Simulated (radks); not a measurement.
Results of a calculation; reference values are marked as such.
Species: Cd1.5+. Configuration: [Kr] 4d10 5s(up 0.5, down 0) (fractional occupations, a model configuration). Level of theory: scalar-relativistic Kohn-Sham, PBE, spin-polarised, spherical densities, finite nucleus; Fermi nuclear charge, rms radius 4.6087 fm (a radial shooting solver on a logarithmic mesh with Libxc functionals).

Unscreened Slater integrals over Kohn-Sham orbitals (hartree). They are taken over the spin-up orbitals.

F0(5s,5s): 0.35280
F0(5s,4d): 0.43040
G2(5s,4d): 0.069446
F0(5s,4p): 0.44501
G1(5s,4p): 0.027373
F0(5s,4s): 0.44856
G0(5s,4s): 0.017986
F0(4d,4d): 0.71919
F2(4d,4d): 0.35521
F4(4d,4d): 0.23137
F0(4d,4p): 0.80862
F2(4d,4p): 0.39663
G1(4d,4p): 0.49928
G3(4d,4p): 0.30469
F0(4d,4s): 0.83400
G2(4d,4s): 0.36769
F0(4p,4p): 0.93704
F2(4p,4p): 0.49062
F0(4p,4s): 0.97642
G1(4p,4s): 0.66229
F0(4s,4s): 1.0217
